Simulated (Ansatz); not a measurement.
Two isomers of CH7AlGeS: A = `C[S][AlH][GeH3]`, B = `[AlH2][CH](S)[GeH3]`.

Computed with Ansatz on PBE0-D4/def2-TZVP structures; ΔE is electronic, products minus reactants. CCSD(T)/CBS adds triple-zeta CCSD(T) − MP2 to the extrapolated MP2 energy (def2 sets, frozen cores). Functionals use def2-TZVPP. B3LYP here is the variant with VWN-RPA as its local correlation; programs differ in this. For Ge outer-core shells are correlated without core-valence functions, which leaves a few kJ/mol of doubt a bond. Scalar relativity is left out up to krypton. One conformer a species, not always the lowest.

A:

Z-matrix (Å, degrees):
```
C
S 1 1.820
H 1 1.089 2 109.4
H 1 1.089 2 107.9 3 118.6
H 1 1.089 2 112.0 3 -121.6
Al 2 2.170 1 104.8 3 102.9
Ge 6 2.476 2 120.3 1 1.2
H 6 1.583 2 115.0 1 -178.5
H 7 1.542 6 112.8 2 38.0
H 7 1.542 6 111.3 2 -81.4
H 7 1.540 6 112.2 2 158.9
```

B:

Z-matrix (Å, degrees):
```
C
S 1 1.801
Ge 1 1.969 2 110.5
Al 1 1.959 2 110.8 3 -120.1
H 1 1.096 2 111.3 3 119.3
H 2 1.348 1 99.6 3 -50.2
H 3 1.541 1 109.5 2 -70.1
H 3 1.541 1 111.0 2 169.3
H 3 1.540 1 108.5 2 48.7
H 4 1.586 1 117.0 2 -165.9
H 4 1.582 1 120.5 2 15.8
```

Question: Which is lower in electronic energy at CCSD(T)/CBS, and by how much? (An estimate is asked.)

Answer: The calculation gave: A, by 36.3 kcal/mol.

Question: Give E(B) − E(A) in kcal/mol with HF/def2-TZVPP, CCSD(T)/def2-TZVPP, r2SCAN-D4, B3LYP, ωB97M-V, B2PLYP, CCSD/def2-TZVPP. (An estimate is asked.)

Answer: The calculation gave: HF/def2-TZVPP 38.2, CCSD(T)/def2-TZVPP 36.2, r2SCAN-D4 39.1, B3LYP 39.4, ωB97M-V 36.1, B2PLYP 37.7, CCSD/def2-TZVPP 36.4. None reverses the order clearly.

Largest T1 diagnostic: 0.012.

The D4 term adds −1.3 kcal/mol with B3LYP and −0.6 kcal/mol with PBE0; it sums over pairs of atoms, weighted by their polarisabilities, and B3LYP, whose exchange is more repulsive, gets the larger term. In def2-TZVPP, CCSD(T) changes the Hartree–Fock value by −2.0 kcal/mol (the triples alone add −0.2 kcal/mol) and MP2 by −3.3 kcal/mol.
